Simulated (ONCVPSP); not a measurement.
**hydrogen (H): one change to an ONCV potential, before and after**

```json
{
  "Element": "H",
  "Generator": "ONCVPSP 4.0.1",
  "Type": "optimised norm-conserving Vanderbilt (ONCV)",
  "Functional": "LDA (Perdew-Wang 92)",
  "Relativity": "non-relativistic",
  "Frozen core": "none",
  "Valence charge": "1",
  "Reference configuration": "1s1",
  "Partial waves": "1s: rc 1.50 bohr, ncon 4, nbas 7, qcut 8.8 1/bohr, 2 projectors, debl 2.8 Ha; p scattering state at 0.18 Ha: rc 1.15 bohr, ncon 5, nbas 8, qcut 8.2 1/bohr, 2 projectors, debl 1.3 Ha",
  "Local potential": "polynomial inside 0.75 bohr (lpopt 5, dvloc0 1 Ha)",
  "Core correction": "none"
}
```

All-electron outer shells of the reference configuration (LDA (PZ), non-relativistic, ld1.x):

```csv
shell,level (eV),outermost node (bohr),outermost maximum (bohr)
1s,-6.36,–,1.05
```

Change: all radii scaled by about 0.83 (s 1.24, p 0.96 bohr); local potential polynomial inside 0.62 bohr (lpopt 5, dvloc0 1 Ha).

Cutoffs: the cutoffs (Ha) at which the residual kinetic energy of the hardest occupied pseudo-wave falls to 1 and 0.1 mHa per electron; they do not see the model core or the augmentation charge, which bear on the density cutoff. Errors are all-electron minus pseudo energies relative to the spin-unpolarised reference configuration.

Task: Predict the effect on cutoff, ghosts and configuration errors.

Result: The potential gets harder (14 Ha and 21 Ha → 17 Ha and 25 Ha); neither file shows a bound ghost. A smaller radius makes the pseudo-wave follow the all-electron one further in, where it bends more sharply, so more plane waves are needed.

```csv
quantity,base,changed
"cutoff, loose",14 Ha,17 Ha
"cutoff, tight",21 Ha,25 Ha
bound ghosts,none,none
GHOST(+) flags under 300 eV,none,none
"error for 1s0.5, meV [ΔE 4.64 eV]",+2.1,+1.1
```
